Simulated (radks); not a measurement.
The phosphorus ion P3+, [Ne] 3s2. Calculated with a radial shooting solver on a logarithmic mesh with Libxc functionals: non-relativistic Kohn-Sham, exchange-only LDA, spin-polarised, spherical densities, point nucleus. Every spin shell is full or empty, so the densities are truly spherical. Functionals are evaluated on that one density, not self-consistently. Rank these exchange functionals by their error against the exact value of the orbitals, and give that value: LDA, PBE, revPBE, RPBE, PW91, PW86, WC, AM05, SOGGA, EV93, APBE, r2SCAN.

Answer. Exact: -21.5604 hartree. From best to worst, with 100 (|E| - |E exact|)/|E exact| (equal figures are ties): revPBE -0.01, r2SCAN +0.02, PW91 -0.05, RPBE +0.15, PBE -0.47, PW86 +0.66, APBE +0.72, EV93 +1.53, WC -1.60, SOGGA -3.59, AM05 -7.14, LDA -8.23.
